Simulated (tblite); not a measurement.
Compound: C5H16N2Si.
Atom-mapped SMILES: `[CH3:1][CH2:2][N:3]([CH3:4])[SiH2:5][N:6]([CH3:7])[CH3:8]` (hydrogens: H9, H10, H11 on C1; H12, H13 on C2; H14, H15, H16 on C4; H17, H18 on Si5; H19, H20, H21 on C7; H22, H23, H24 on C8)

Structure used (GFN2-xTB), in Å, numbered top down from 1:
```
atom  x, y, z in Å
C1     2.346    0.190   -1.351
C2     1.297   -0.741   -0.740
N3     0.906   -0.390    0.606
C4     1.940   -0.604    1.586
Si5   -0.323    0.779    0.890
N6    -1.647    0.335   -0.114
C7    -2.150   -1.016   -0.127
C8    -2.663    1.292   -0.462
H9     3.287    0.127   -0.811
H10    1.989    1.216   -1.311
H11    2.525   -0.082   -2.388
H12    1.685   -1.769   -0.733
H13    0.401   -0.717   -1.361
H14    2.774    0.100    1.483
H15    2.335   -1.619    1.491
H16    1.523   -0.483    2.582
H17   -0.026    2.169    0.507
H18   -0.559    0.714    2.341
H19   -2.504   -1.275   -1.131
H20   -2.990   -1.141    0.569
H21   -1.358   -1.701    0.158
H22   -2.236    2.290   -0.485
H23   -3.072    1.059   -1.450
H24   -3.492    1.286    0.258
```

All values are computed: GFN2-xTB (tblite) harmonic vibrations without scaling, gas phase. Against measured fundamentals such values can be off by several per cent, at times by over 20. Modes of hydrogen on silicon can be 10 to 20 % off. One conformer, not necessarily the lowest.

Harmonic wavenumbers (cm⁻¹): 45.7, 64.2, 86.0, 108.0, 159.4, 170.5, 184.1, 213.3, 250.9, 269.1, 288.0, 301.7, 388.3, 400.5, 442.8, 539.4, 629.8, 670.3, 706.0, 802.3, 812.1, 826.6, 964.1, 1039.3, 1057.4, 1059.1, 1075.7, 1087.2, 1092.7, 1108.3, 1130.1, 1210.7, 1214.5, 1238.5, 1308.7, 1325.8, 1342.8, 1397.2, 1414.2, 1423.8, 1426.6, 1472.0, 1483.3, 1488.6, 1490.9, 1493.2, 1504.1, 1504.5, 1513.6, 1514.3, 2156.2, 2198.5, 2875.9, 2881.5, 2889.1, 2898.0, 2930.4, 2940.0, 2949.4, 2989.4, 3033.4, 3034.3, 3038.9, 3041.1, 3043.5, 3044.0.

A = 2578, B = 1012, C = 939.2 MHz; mass 132.108 u (most abundant isotopes); point group C1, symmetry number 1.

Question: Zero-point energy?

Answer: Half the sum of the wavenumbers: 45342 cm⁻¹ = 542.41 kJ/mol.

Question: Give the ideal-gas entropy at 500 K and 1 bar in the rigid-rotor, harmonic-oscillator model (classical rotation).

Answer: Translation 180.51, rotation 128.88, vibration 260.96: S = 570.4 J/(mol K).

Question: And Cp and H(500 K) − H(0)?

Answer: Cp = 280.01 J/(mol K), of which vibrations give 246.75 (their classical limit is 66 R = 548.8); H(500 K) − H(0) = 82.11 kJ/mol without the zero-point energy, 65.48 from vibrations.

Question: What must be added to the electronic energy to get the Gibbs energy at 500 K and 1 bar?

Answer: ZPE + [H(500 K) − H(0)] − T·S = 542.41 + 82.11 − 285.18 = 339.34 kJ/mol.

Question: Which modes carry the vibrational entropy at 500 K?

Answer: 45.7 cm⁻¹: 25.19; 64.2 cm⁻¹: 22.37; 86.0 cm⁻¹: 19.95; 108.0 cm⁻¹: 18.06; 159.4 cm⁻¹: 14.87; 170.5 cm⁻¹: 14.32 J/(mol K); the other 60 give 146.21 together.

Question: Blend soft modes into free rotors: weight 1/[1 + (100 cm⁻¹/ν̃)⁴] for the oscillator and the rest for a rotor with moment μB/(μ + B), μ = h/(8π²ν), B = 10⁻⁴⁴ kg m². What vibrational entropy results?

Answer: 241.86 J/(mol K) in place of 260.96, which changes −T·S at 500 K by +9.55 kJ/mol.

Hindered rotation and anharmonicity are outside this model. Other conformers, if any are populated, would add a mixing term that is left out. The structure is chiral; the term R ln 2 for an equal mix with its mirror image is left out.
